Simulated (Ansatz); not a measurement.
Isolated molecules relaxed with PBE0-D4/def2-TZVP in Ansatz; ΔE leaves out vibrations. CBS: MP2 limit from def2 TZ/QZ plus the TZ coupled-cluster correction, frozen cores. This one scheme is used for every species. DFT in def2-TZVPP. For Ga outer-core shells are correlated without core-valence functions, which leaves a few kJ/mol of doubt a bond. Scalar relativity is left out up to krypton. Each species was taken in one conformer, which may not be the lowest.

Reaction (substitution at a C–Ga bond): `N#[C][GaH][Cl]` + `OBO` → `N#COBO` + `[Cl][GaH2]`

```
             level  ΔE (kJ/mol)
           ωB97X-V        130.2
SCS-MP2/def2-TZVPP        148.7
      HF/CBS(def2)        133.1
    CCSD/CBS(def2)        145.6
```

Question: What does CCSD(T)/CBS give? (Estimate.)

Answer: Computed: +145.9 kJ/mol. The listed levels differ from it by -15.7, 2.8, -12.8, -0.3 kJ/mol.

Largest T1 diagnostic among the species: 0.015.

From PBE to PBE0 (25 % exact exchange), in def2-TZVPP and without D4, ΔE moves by +5.0 kJ/mol. In def2-TZVPP, CCSD(T) changes the Hartree–Fock value by +11.6 kJ/mol (the triples alone add +0.3 kJ/mol) and MP2 by +17.0 kJ/mol.
